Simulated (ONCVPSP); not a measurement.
Sr (Z = 38): one change to an ONCV potential, before and after

```
Element                 : Sr
Generator               : ONCVPSP 4.0.1
Type                    : optimised norm-conserving Vanderbilt (ONCV)
Functional              : PBE
Relativity              : scalar-relativistic
Frozen core             : [Ar] 3d10
Valence charge          : 10
Reference configuration : 4s2 4p6 4d1 5s1
Partial waves           : 4s+5s: rc 2.25 bohr, ncon 3, nbas 6, qcut 6.6 1/bohr, 2 projectors; 4p: rc 2.00 bohr, ncon 5, nbas 8, qcut 8.6 1/bohr, 2 projectors, debl 1.2 Ha; 4d: rc 3.50 bohr, ncon 5, nbas 10, qcut 4.9 1/bohr, 3 projectors, debl 3.7 Ha
Local potential         : polynomial inside 1.95 bohr (lpopt 5, dvloc0 0 Ha)
Core correction         : Teter function, fcfact 4.5, rcfact 1.7
```

All-electron outer shells of the reference configuration (PBE, scalar-relativistic, ld1.x):

```tsv
shell	level (eV)	outermost node (bohr)	outermost maximum (bohr)
3d	-127.02	–	0.38
4s	-39.92	0.59	1.19
4p	-21.93	0.61	1.33
5s	-3.29	1.66	3.76
4d	-0.91	0.65	2.23
```

Change: s: qcut 6; p: qcut 7.8; d: qcut 4.4.

Cutoffs: the cutoffs (Ha) at which the residual kinetic energy of the hardest occupied pseudo-wave falls to 1 and 0.1 mHa per electron; they do not see the model core or the augmentation charge, which bear on the density cutoff. Errors are all-electron minus pseudo energies relative to the spin-unpolarised reference configuration.

**Question.** What does the change do?

**Answer.** The potential gets softer (21 Ha and 26 Ha → 19 Ha and 23 Ha); of the 3 tests that both files solve, the error grows in 2 and shrinks in 0 by more than 15 % and 0.3 meV (median size 2.4 → 4.1 meV); neither file shows a bound ghost.

| quantity | base | changed |
| --- | --- | --- |
| cutoff, loose | 21 Ha | 19 Ha |
| cutoff, tight | 26 Ha | 23 Ha |
| loose cutoff by channel | s 11 Ha, p 21 Ha, d 6.8 Ha | s 11 Ha, p 19 Ha, d 6.3 Ha |
| bound ghosts | none | none |
| GHOST(+) flags under 300 eV | none | none |
| tests with a reliable result | 3 of 4 | 3 of 4 |
| error for 4s2 4p6 4d0 5s2, meV [ΔE -2.32 eV] | +2.4 | +4.1 |
| error for 4s2 4p6 4d0 5s1, meV [ΔE 3.56 eV] | +4.6 | +6.9 |
| error for 4s2 4p6 4d0.5 5s1.5, meV [ΔE -1.18 eV] | +0.9 | +0.7 |
| s: phases at 2.29 bohr within 0.05 rad from the reference energy up to (Ha; the scan ends near 5) | to the end of the scan | 4.7 |
| p: phases at 2.03 bohr within 0.05 rad from the reference energy up to (Ha; the scan ends near 5) | to the end of the scan | to the end of the scan |
| d: phases at 3.56 bohr within 0.05 rad from the reference energy up to (Ha; the scan ends near 5) | 0.2 | 0.1 |
| rms error of d²Exc/dni dnj with the model core, mHa | 3.34 | 3.35 |

Changed file: The cutoffs count occupied waves only; projector 3 of the d channel, the hardest unoccupied one, needs 49 Ha at the loose tolerance.
